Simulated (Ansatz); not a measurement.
The cluster Y3, relaxed as a doublet with UKS r2SCAN-D4/def2-TZVP in Ansatz, starting from the GFN1-xTB geometry. Force threshold 0.02 eV/Å.

In the def2 sets Y takes a core potential; there is no spin–orbit coupling. The charge 0 doublet is spin-contaminated (final ⟨S²⟩ up to 1.90, 0.75 for a pure state). The structure comes from a short search, and lower isomers may exist.

Start:

```tsv
atom	x (Å)	y (Å)	z (Å)
Y1	-1.2014	0.2621	-1.4556
Y2	0.4357	1.4565	1.1537
Y3	0.7657	-1.7185	0.3018
```

```json
{"step": "1", "energy (eV)": "-3124.4610", "largest force component (eV/Å)": "0.563", "SCF passes": "213"}
{"step": "2", "energy (eV)": "-3124.5207", "largest force component (eV/Å)": "0.134", "SCF passes": "78"}
{"step": "3", "energy (eV)": "-3124.5236", "largest force component (eV/Å)": "0.034", "SCF passes": "73"}
{"step": "4", "energy (eV)": "-3124.5237", "largest force component (eV/Å)": "0.000", "SCF passes": "68"}
```

Force components are those of the run's own axes.

End:

```csv
atom,x (Å),y (Å),z (Å)
Y1,-1.159,0.254,-1.404
Y2,0.420,1.403,1.111
Y3,0.740,-1.657,0.293
```

By distances, no bond broke or formed. The bond that changes most is Y2–Y3, from 3.30 to 3.18 Å (atoms count from 1).

No frequencies were taken in this run, so the end may be a saddle point.

It took 65 s on 4 threads of Arm Neoverse V2 on a shared host.
